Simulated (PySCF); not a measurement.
Z-matrix (Å, degrees):
```
Al
Br 1 2.2674
Br 1 2.2674 2 119.26
```
Charge 0, spin multiplicity 2.

Problem. What dipole moment, highest occupied spin orbital and total energy does r2SCAN-D4/def2-TZVP (PySCF) give?

Solution. 
| Quantity | Result |
|---|---|
| dipole moment | 0.271 e·Å |
| highest occupied spin orbital | -5.87 eV |
| total energy | -5390.7959 Ha |
